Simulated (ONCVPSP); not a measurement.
**Logarithmic derivatives: hafnium (Hf), ONCV**

- Element: hafnium
- Generator: ONCVPSP 4.0.1
- Type: optimised norm-conserving Vanderbilt (ONCV)
- Functional: PBE
- Relativity: scalar-relativistic
- Frozen core: [Xe] 4f14
- Valence charge: 4
- Reference configuration: 5d2.5 6s1.5
- Partial waves: 6s: rc 2.85 bohr, ncon 4, nbas 7, qcut 2.3 1/bohr, 2 projectors, debl 3.8 Ha; p scattering state at 0.08 Ha: rc 3.55 bohr, ncon 4, nbas 8, qcut 2.7 1/bohr, 2 projectors, debl 3 Ha; 5d: rc 3.25 bohr, ncon 3, nbas 8, qcut 5.8 1/bohr, 1 projector
- Local potential: polynomial inside 2.70 bohr (lpopt 5, dvloc0 -1 Ha)
- Core correction: none

In the p channel the program set the typed energies aside and used 0.050, 3.050 Ha.

The phase is arctan(r·R′/R) of the radial function R(r), unwrapped; energies in Ha, scanned from -2 to 5 Ha. A pole is an energy at which the radial function vanishes at the test radius. The pseudo phase is shifted by a multiple of π to meet the all-electron one at the reference energy, and phase errors are pseudo minus all-electron; the curves can meet again beyond the range given. Levels narrower than the energy grid can be missing from the lists of poles.

| channel | radius (bohr) | reference energy (Ha) | poles, all-electron | poles, pseudo | unbroken range about the reference energy with phases within 0.05 rad | phase error 1 Ha above the reference energy (rad) |
| --- | --- | --- | --- | --- | --- | --- |
| s | 2.89 | -0.18 | 0.85, 4.72 | 0.79, 2.41, 4.77 | below 1.3 | -0.017 |
| p | 3.61 | 0.05 | -1.27, 0.67, 3.04 | 0.63, 3.03 | -1.2 to 1.0 | -0.073 |
| d | 3.30 | -0.08 | 0.09, 1.96 | 0.08, 1.80 | below 0.4 | -0.165 |

Note: no bound ghost flagged; GHOST(+) flagged for s at 65.2 eV, p at 82.8 eV.

Phases in the p channel:

```tsv
E (Ha)	all-electron	pseudo
-1.98	1.398	-1.743
-1.62	1.371	-1.767
-1.26	-1.719	-1.804
-0.90	-1.859	-1.870
-0.54	-2.016	-2.028
-0.18	-2.800	-2.816
0.18	-4.374	-4.376
0.54	-4.659	-4.672
0.90	-4.794	-4.834
1.26	-4.985	-5.219
1.62	-6.344	-7.320
1.98	-7.584	-7.677
2.34	-7.743	-7.771
2.70	-7.811	-7.820
3.06	-7.856	-7.856
3.42	-7.900	-7.889
3.78	-7.958	-7.929
4.14	-8.088	-7.994
4.50	-9.149	-8.196
4.86	-10.717	-10.319
```
